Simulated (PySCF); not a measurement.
PbO⁺: one state, many levels of theory

State: ²Π (doublet), unpaired electrons π ↑. Set-up: basis Pb cc-pVDZ-PP with ECP60, O cc-pVDZ; scalar-relativistic core potentials; PySCF 2.14. De refers to Pb⁺ + O in their high-spin ground configurations, without counterpoise correction. The functionals are run spin-unrestricted. A positive dipole points towards O; it is taken about the centre of mass and depends on that origin. Levels whose curve was spin-contaminated or gave no clean fit are not listed.

```json
{"Level": "UHF-CCSD", "Re (Å)": "2.110", "ωe (cm⁻¹)": "578", "De (eV)": "n/a", "μ (D)": "n/a", "CPU s a point (SCF and correlation, without the integrals)": "n/a"}
{"Level": "UHF-CCSD(T)", "Re (Å)": "2.122", "ωe (cm⁻¹)": "569", "De (eV)": "n/a", "μ (D)": "n/a", "CPU s a point (SCF and correlation, without the integrals)": "2.6"}
{"Level": "PBE", "Re (Å)": "2.135", "ωe (cm⁻¹)": "550", "De (eV)": "n/a", "μ (D)": "-2.36", "CPU s a point (SCF and correlation, without the integrals)": "0.63"}
{"Level": "PBEsol", "Re (Å)": "2.120", "ωe (cm⁻¹)": "563", "De (eV)": "n/a", "μ (D)": "-2.27", "CPU s a point (SCF and correlation, without the integrals)": "0.52"}
{"Level": "revPBE", "Re (Å)": "2.146", "ωe (cm⁻¹)": "539", "De (eV)": "n/a", "μ (D)": "-2.41", "CPU s a point (SCF and correlation, without the integrals)": "0.53"}
{"Level": "r²SCAN", "Re (Å)": "2.115", "ωe (cm⁻¹)": "573", "De (eV)": "n/a", "μ (D)": "-2.57", "CPU s a point (SCF and correlation, without the integrals)": "0.72"}
{"Level": "M06-L", "Re (Å)": "2.128", "ωe (cm⁻¹)": "563", "De (eV)": "n/a", "μ (D)": "-2.87", "CPU s a point (SCF and correlation, without the integrals)": "0.72"}
{"Level": "PBE0", "Re (Å)": "2.106", "ωe (cm⁻¹)": "585", "De (eV)": "n/a", "μ (D)": "-2.76", "CPU s a point (SCF and correlation, without the integrals)": "0.66"}
{"Level": "ωB97X", "Re (Å)": "2.094", "ωe (cm⁻¹)": "604", "De (eV)": "n/a", "μ (D)": "-2.89", "CPU s a point (SCF and correlation, without the integrals)": "0.55"}
```

The bond length runs from 2.094 Å (ωB97X) to 2.146 Å (revPBE).

Correlated steps freeze 5 core orbitals. Spin–orbit coupling is left out, which matters for elements this heavy, above all for dissociation energies. The state was picked by a PBE0 search and need not be the measured ground state.

The whole job (state search and all levels along the bond) took about 1.6 min on 1 thread of Arm Neoverse V1 (shared host), peak memory 0.43 GiB.
